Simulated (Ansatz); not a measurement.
CH₇AlO₂Si (`[CH3][Al]([OH])[O][SiH3]`). Total charge 0; spin multiplicity 1. The structure was optimised at the PBE0-D4/def2-TZVP level. It is one conformer, not always the lowest.

```xyz
12

C     0.829   -1.839   -1.037
Al   -0.176   -0.191   -0.932
O    -0.981    0.384   -2.306
O    -0.268    0.695    0.501
Si   -0.260    1.399    1.960
H     0.697   -2.330   -2.003
H     1.897   -1.654   -0.896
H     0.524   -2.538   -0.253
H    -1.489    1.194   -2.314
H     0.873    2.358    2.062
H    -1.531    2.141    2.183
H    -0.114    0.380    3.035
```

(1) What is the dipole moment at PBE/def2-TZVPP? (Estimate.)

(2) And with r2SCAN, B3LYP, ωB97M-V? (An estimate is asked.)

(3) Give the Mulliken charges with PBE, r2SCAN, B3LYP in def2-TZVPP. (An estimate is asked.)

Answers

(1) Ansatz gave: 0.08 D, with components (-0.02, 0.00, -0.08) D in this frame, pointing from negative to positive charge.

(2) Computed: r2SCAN 0.08 D, B3LYP 0.10 D, ωB97M-V 0.10 D.

(3) The calculation gave: 
```tsv
atom	PBE	r2SCAN	B3LYP
C1	-0.44	-0.39	-0.45
Al2	0.49	0.66	0.61
O3	-0.37	-0.43	-0.41
O4	-0.23	-0.37	-0.32
Si5	0.28	0.39	0.35
H6	0.11	0.08	0.11
H7	0.10	0.07	0.09
H8	0.10	0.07	0.10
H9	0.17	0.19	0.17
H10	-0.07	-0.09	-0.08
H11	-0.07	-0.09	-0.08
H12	-0.07	-0.09	-0.08
```

B3LYP here is the variant with VWN-RPA as its local correlation; programs differ in this.
